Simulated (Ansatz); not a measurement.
[Cu(PH3)2]+ (CuP₂H₆⁺). The state is a singlet with charge 1. Geometry PBE-D4/def2-SVP.

Cartesian coordinates in Å:
```
Cu -0.0003 -0.0087 0.0048
P -2.2200 -0.0715 -0.2592
H -2.7206 -0.2084 -1.5877
H -2.9662 1.0616 0.1810
H -2.9341 -1.1192 0.3941
P 2.2199 0.0685 0.2608
H 2.9669 -1.0920 -0.0993
H 2.7245 0.3020 1.5742
H 2.9299 1.0677 -0.4686
```

LC-ωPBE has ω = 0.4 bohr⁻¹.

(1) Estimate the orbital energies around the gap (eV) in Ansatz with HF/STO-3G, LDA (SPW92)/def2-TZVP, r2SCAN-D4/def2-TZVP, r2SCAN0-D4/def2-TZVP, LC-ωPBE/def2-TZVP.

Answers

(1) 
```tsv
orbital	HF/STO-3G	LDA (SPW92)/def2-TZVP	r2SCAN-D4/def2-TZVP	r2SCAN0-D4/def2-TZVP	LC-ωPBE/def2-TZVP
HOMO−5	-18.89	-12.66	-12.84	-13.84	-16.42
HOMO−4	-18.70	-11.80	-11.68	-13.58	-16.17
HOMO−3	-17.75	-11.80	-11.68	-13.58	-16.17
HOMO−2	-17.19	-11.47	-11.39	-13.50	-16.08
HOMO−1	-15.61	-11.47	-11.39	-13.50	-16.08
HOMO	-8.41	-11.22	-11.05	-12.60	-15.22
LUMO	-1.91	-6.34	-5.97	-5.12	-3.05
LUMO+1	-0.20	-6.34	-5.97	-5.12	-3.05
LUMO+2	6.22	-5.70	-5.06	-4.30	-2.55
LUMO+3	6.24	-4.93	-4.48	-3.60	-1.43
LUMO+4	7.11	-4.93	-4.48	-3.60	-1.43
LUMO+5	7.47	-4.14	-3.32	-2.63	-0.85
```
